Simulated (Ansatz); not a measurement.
`[GeH3][SiH2][SiH2][GeH3]`, relaxed with RKS PBE0-D4/def2-TZVP in Ansatz 0.2.0 from a GFN2-xTB geometry. The force threshold is 0.005 eV/Å; the program also tests the step.

Total charge 0; spin multiplicity 1.

Start:

```xyz
14

Ge    1.303   -1.701    1.032
Si   -0.770   -0.646    1.302
Si   -1.450    0.382   -0.674
Ge    0.177    1.876   -1.450
H     2.428   -0.775    0.672
H     1.847   -2.455    2.210
H     1.346   -2.722   -0.069
H    -0.639    0.324    2.398
H    -1.739   -1.642    1.776
H    -2.716    1.111   -0.518
H    -1.696   -0.601   -1.739
H     0.568    2.940   -0.464
H     1.493    1.241   -1.793
H    -0.150    2.667   -2.683
```

By how much does the energy fall, and how many steps does the optimiser take? (Estimate.)

The calculation gave: 0.26 eV, in 5 steps.

Which bonds change most? (An estimate is asked.)

Computed: Si3–Ge4 from 2.341 to 2.380 Å; Ge1–Si2 from 2.341 to 2.380 Å; Ge1–H5 from 1.501 to 1.538 Å; Ge1–H6 from 1.501 to 1.538 Å.

Give the relaxed structure. (Best estimate.)

The calculation gave: 
```xyz
14

Ge    1.350   -1.697    0.985
Si   -0.758   -0.638    1.305
Si   -1.441    0.376   -0.685
Ge    0.240    1.886   -1.434
H     2.419   -0.649    0.633
H     1.797   -2.443    2.253
H     1.268   -2.708   -0.172
H    -0.621    0.400    2.365
H    -1.758   -1.642    1.762
H    -2.723    1.110   -0.495
H    -1.650   -0.670   -1.724
H     0.557    2.918   -0.338
H     1.532    1.118   -1.759
H    -0.210    2.639   -2.697
```
